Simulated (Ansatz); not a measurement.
Reaction (substitution at a C–Si bond): `F[Si@H](Cl)[C@H]1BO1` + H₂Se → `[SeH]C1BO1` + `F[SiH2]Cl`

Calculated with Ansatz (gas phase, PBE0-D4/def2-TZVP geometries, no zero-point term in ΔE). CCSD(T)/CBS is the MP2 limit (def2-TZVPP, def2-QZVPP) plus CCSD(T) − MP2 in def2-TZVPP, frozen cores. This one scheme is used for every species. DFT in def2-TZVPP. B3LYP here is the variant with VWN-RPA as its local correlation; programs differ in this. For Se outer-core shells are correlated without core-valence functions, which leaves a few kJ/mol of doubt a bond. Scalar relativity is left out up to krypton. Each species was taken in one conformer, which may not be the lowest.

| level | ΔE (kJ/mol) | difference from CCSD(T)/CBS |
| --- | --- | --- |
| r2SCAN-D4 | 44.5 | 1.1 |
| B3LYP-D4 | 43.6 | 0.2 |
| ωB97M-V | 46.7 | 3.3 |
| B2PLYP | 40.5 | -2.9 |
| PBE | 38.2 | -5.2 |
| r2SCAN | 43.6 | 0.2 |
| PBE0 | 42.1 | -1.3 |
| B3LYP | 40.6 | -2.8 |
| HF/def2-TZVPP | 46.2 | 2.8 |
| MP2/def2-TZVPP | 38.8 | -4.6 |
| CCSD(T)/def2-TZVPP | 42.2 | -1.2 |
| HF/def2-QZVPP | 45.9 | 2.5 |
| SCS-MP2/def2-QZVPP | 38.7 | -4.7 |
| HF/CBS(def2) | 45.9 | 2.5 |
| MP2/CBS(def2) | 40.0 | -3.4 |
| CCSD/CBS(def2) | 44.9 | 1.5 |
| CCSD(T)/CBS | 43.4 | 0 |

Largest T1 diagnostic among the species: 0.014.

The D4 term adds +3.0 kJ/mol with B3LYP and +2.0 kJ/mol with PBE0; it sums over pairs of atoms, weighted by their polarisabilities, and B3LYP, whose exchange is more repulsive, gets the larger term. In def2-TZVPP, CCSD(T) changes the Hartree–Fock value by −4.0 kJ/mol (the triples alone add −1.5 kJ/mol) and MP2 by −7.4 kJ/mol.
